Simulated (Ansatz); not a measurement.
# Nudged elastic band run: CH$_{3}$AlF$_{2}$

input.yaml

```yaml
crystal:
  periodic: [false, false, false]
  atoms:
    - { symbol: F, position_ang: [0.568425, -0.55185, 1.841462] }
    - { symbol: C, position_ang: [0.760789, -0.145044, 0.59281] }
    - { symbol: F, position_ang: [0.072559, -1.252351, -0.332532] }
    - { symbol: Al, position_ang: [-0.710221, 0.504737, -0.571219] }
    - { symbol: H, position_ang: [1.820107, -0.285017, 0.325968] }
    - { symbol: H, position_ang: [-2.148172, 0.562198, 0.073459] }
    - { symbol: H, position_ang: [-0.302287, 1.099227, -1.975649] }
basis:
  gaussian: { orbitals: def2-SVP }
hamiltonian:
  xc: b3lyp
neb:
  order_check: false
  images: 9
  f_tol: 0.05
  max_iterations: 60
  initial_path: idpp
  final_atoms:
    - { symbol: F, position_ang: [0.3263731, 0.41526926, 1.16396962] }
    - { symbol: C, position_ang: [0.67463849, -0.7119676, 0.08377631] }
    - { symbol: F, position_ang: [0.36830145, -1.86701888, 0.66176499] }
    - { symbol: Al, position_ang: [-0.69391122, 0.61671913, -0.46981743] }
    - { symbol: H, position_ang: [1.77057218, -0.61247569, 0.02971113] }
    - { symbol: H, position_ang: [-2.20203214, 0.22043229, -0.23410615] }
    - { symbol: H, position_ang: [-0.18274186, 1.87094149, -1.28099946] }
```

Command:

```bash
$ ansatz run input.yaml --threads 1 --pin off --max-ram 2048MiB --backend cpu --events-out ev --progress --plain --runs-dir out
```

Output, in part (warnings, iteration lines, the closing report on the highest movable image, with atoms numbered from 0):

```
NEB end point (image 0): max|allowed force component| = 1.302e-2 eV/Å (the criterion of neb.relax_end_points is 1.000e-2)
NEB end point (image 10): max|allowed force component| = 1.761e-3 eV/Å (the criterion of neb.relax_end_points is 1.000e-2)
NEB iter   1: max|band force component| = 1.795e0 eV/Å  barrier→ = 0.5389 eV  barrier← = 0.5390 eV  Δτ_max = 0.1935 Å  (266 SCF iters)
NEB iter   2: max|band force component| = 1.408e0 eV/Å  barrier→ = 0.2445 eV  barrier← = 0.2445 eV  Δτ_max = 0.1239 Å  (246 SCF iters)
NEB iter   3: max|band force component| = 9.614e-1 eV/Å  barrier→ = 0.1432 eV  barrier← = 0.1432 eV  Δτ_max = 0.0732 Å  (236 SCF iters)
NEB iter   4: max|band force component| = 1.606e-1 eV/Å  barrier→ = 0.1080 eV  barrier← = 0.1081 eV  CI = image 7  Δτ_max = 0.0965 Å  (243 SCF iters)
NEB iter   5: max|band force component| = 2.434e-1 eV/Å  barrier→ = 0.0957 eV  barrier← = 0.0957 eV  CI = image 3  Δτ_max = 0.0482 Å  (245 SCF iters)
NEB iter   6: max|band force component| = 1.678e-1 eV/Å  barrier→ = 0.0954 eV  barrier← = 0.0954 eV  CI = image 7  Δτ_max = 0.0483 Å  (249 SCF iters)
NEB iter   7: max|band force component| = 1.101e-1 eV/Å  barrier→ = 0.0904 eV  barrier← = 0.0905 eV  CI = image 5  Δτ_max = 0.0482 Å  (242 SCF iters)
NEB iter   8: max|band force component| = 8.282e-2 eV/Å  barrier→ = 0.0904 eV  barrier← = 0.0905 eV  CI = image 5  Δτ_max = 0.0482 Å  (248 SCF iters)
NEB iter   9: max|band force component| = 8.855e-2 eV/Å  barrier→ = 0.0904 eV  barrier← = 0.0904 eV  CI = image 5  Δτ_max = 0.0242 Å  (237 SCF iters)
NEB iter  10: max|band force component| = 4.524e-2 eV/Å  barrier→ = 0.0904 eV  barrier← = 0.0904 eV  CI = image 5  Δτ_max = 0.0000 Å  (433 SCF iters)
Total energy: -13108.92591613 eV, -481.7441418687 hartree
Atom 0 at     0.697229    -0.288361     1.657394 Å, force    -0.000038    -0.000156    -0.001312 eV/Å
Atom 1 at     0.648248    -0.533746     0.297915 Å, force     0.000933     0.002090     0.001128 eV/Å
Atom 2 at     0.185742    -1.823964     0.125664 Å, force    -0.000991    -0.001494     0.000133 eV/Å
Atom 3 at    -0.706362     0.725909    -0.500781 Å, force     0.000083     0.000009     0.000626 eV/Å
Atom 4 at     1.694594    -0.521968    -0.062965 Å, force     0.000211    -0.000214    -0.000255 eV/Å
Atom 5 at    -2.175109     0.628397     0.074040 Å, force    -0.000211    -0.000261    -0.000497 eV/Å
Atom 6 at    -0.283143     1.745632    -1.636968 Å, force     0.000013     0.000027     0.000177 eV/Å
Dipole moment:     0.074472     0.252871    -0.280357 e Å
```

It converged. A vibrational analysis at the climbing image gives one clearly imaginary mode, 56i cm⁻¹: a first-order saddle point. The orbitals stay closed-shell, which can raise the energy where a bond breaks towards radicals; this wasn't checked here.

Final band (atoms are numbered from 1 in the order of the input):

| image | path coordinate (Å) | energy (eV) | F3–Al4 (Å) | F1–Al4 (Å) | dihedral H5–C2–Al4–F3 (°) |
| --- | --- | --- | --- | --- | --- |
| 0 | 0.00 | 0.000 | 1.94 | 2.93 | 84 |
| 1 | 0.28 | 0.052 | 2.20 | 2.91 | 99 |
| 2 | 0.56 | 0.082 | 2.47 | 2.88 | 110 |
| 3 | 0.85 | 0.086 | 2.65 | 2.84 | 117 |
| 4 | 1.13 | 0.089 | 2.72 | 2.81 | 119 |
| 5 | 1.41 | 0.090 | 2.77 | 2.77 | 122 |
| 6 | 1.68 | 0.089 | 2.81 | 2.72 | 125 |
| 7 | 1.96 | 0.086 | 2.84 | 2.64 | 130 |
| 8 | 2.23 | 0.082 | 2.89 | 2.45 | 141 |
| 9 | 2.50 | 0.050 | 2.91 | 2.19 | 159 |
| 10 | 2.78 | 0.000 | 2.93 | 1.94 | -176 |

Time of the run: 2.9 min on 1 thread of Intel(R) Xeon(R) Platinum 8488C (Sapphire Rapids), with other jobs on the host, peak memory 0.16 GiB.
